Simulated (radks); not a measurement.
Q: Valence configurations of S II (all share [Ne]). Method: scalar-relativistic Kohn-Sham, r2SCAN, spin-polarised, spherical densities, finite nucleus; open shells are filled with parallel spins first; meta-GGA in the generalised Kohn-Sham scheme; Fermi nuclear charge, rms radius 3.2611 fm; computed with a radial shooting solver on a logarithmic mesh with Libxc functionals. Order these by energy: 3s0.5 3p4.5; 3s1 3p4; 3p5; 3s1.5 3p3.5; 3s2 3p3.

A: From the lowest, in eV above it: 3s2 3p3 0.000; 3s1.5 3p3.5 5.600; 3s1 3p4 11.018; 3s0.5 3p4.5 18.742; 3p5 25.638. NIST lists [Ne] 3s2 3p3 as the ground configuration; this level of theory agrees among the configurations tried. The energies are those of spherical high-spin densities, not of single terms.
